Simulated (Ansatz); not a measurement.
Geometry optimisation, RKS r2SCAN/def2-SVP (Ansatz).

The input (input.yaml):

```yaml
crystal:
  periodic: [false, false, false]
  atoms:
    - { symbol: Ga, position_ang: [-0.002344, 0.599891, -0.348535] }
    - { symbol: H, position_ang: [0.020557, -0.071386, 2.337518] }
    - { symbol: O, position_ang: [1.557564, -0.169967, -0.697707] }
    - { symbol: H, position_ang: [1.492007, -1.040203, -1.112728] }
    - { symbol: O, position_ang: [-1.62528, -0.055661, -0.638383] }
    - { symbol: H, position_ang: [-1.64177, -0.965586, -0.961804] }
    - { symbol: Br, position_ang: [0.098751, 2.81743, 0.501279] }
    - { symbol: H, position_ang: [0.058215, 0.63008, 2.17996] }
basis:
  gaussian: { orbitals: def2-SVP }
hamiltonian:
  xc: r2scan
relax:
  f_tol: 0.03
  max_steps: 50
output:
  orbitals: {}
```

Run as:

```bash
$ ansatz run input.yaml --threads 4 --pin off --max-ram 5120MiB --backend cpu --events-out ev --progress --plain --runs-dir out
```

Q: Where does it end, and by what steps?

A: It converged. The force dipped under the threshold on the way, but the program's further checks kept it going. After 24 steps the energy has fallen by 0.171 eV; H8 moved furthest, 0.58 Å.

```
step  energy less start (eV)  largest force component (eV/Å)  accepted
   0                  0.0000                           1.712       yes
   1                 -0.1424                           0.227       yes
   2                 -0.1464                           0.107       yes
   3                 -0.1493                           0.087       yes
   4                 -0.1506                           0.070       yes
   5                 -0.1512                           0.092       yes
   6                 -0.1514                           0.042       yes
   7                 -0.1515                           0.009       yes
   8                 -0.1519                           0.042       yes
   9                 -0.1518                           0.276        no
  10                 -0.1525                           0.054       yes
  11                 -0.1489                           0.564        no
  12                 -0.1538                           0.068       yes
  13                 -0.1548                           0.194       yes
  14                 -0.1561                           0.325       yes
  15                 -0.1592                           0.174       yes
  16                 -0.1633                           0.119       yes
  17                 -0.1635                           0.171       yes
  18                 -0.1635                           0.206       yes
  19                 -0.1476                           1.017        no
  20                 -0.1690                           0.020       yes
  21                 -0.1530                           0.946        no
  22                 -0.1696                           0.017       yes
  23                 -0.1701                           0.110       yes
  24                 -0.1705                           0.025       yes
```

```xyz
8
Properties=species:S:1:pos:R:3
Ga 0.034 0.758 -0.352
H -0.432 -0.106 2.053
O 1.583 -0.037 -0.710
H 1.506 -0.966 -0.966
O -1.565 -0.019 -0.439
H -1.540 -0.953 -0.686
Br 0.097 2.969 0.111
H 0.275 0.098 2.248
```

Run time: 61 s on 4 threads of Arm Neoverse V1, with other jobs on the host, peak memory 0.2 GiB.
